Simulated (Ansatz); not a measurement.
Task: Name a neutral molecule of C, F, Ga, Se and H with HOMO energy (PBE0/def2-TZVPP) between -7.65 and -7.35 eV and HOMO–LUMO gap (PBE0/def2-TZVPP) between 6.45 and 6.75 eV (Ansatz, PBE0-D4/def2-TZVP geometry).

Result: `[CH3][Ga]([F])[SeH]` (-7.44 eV, 6.66 eV). Other molecules can fit too; these were computed, each in one conformer that needn't be the lowest.
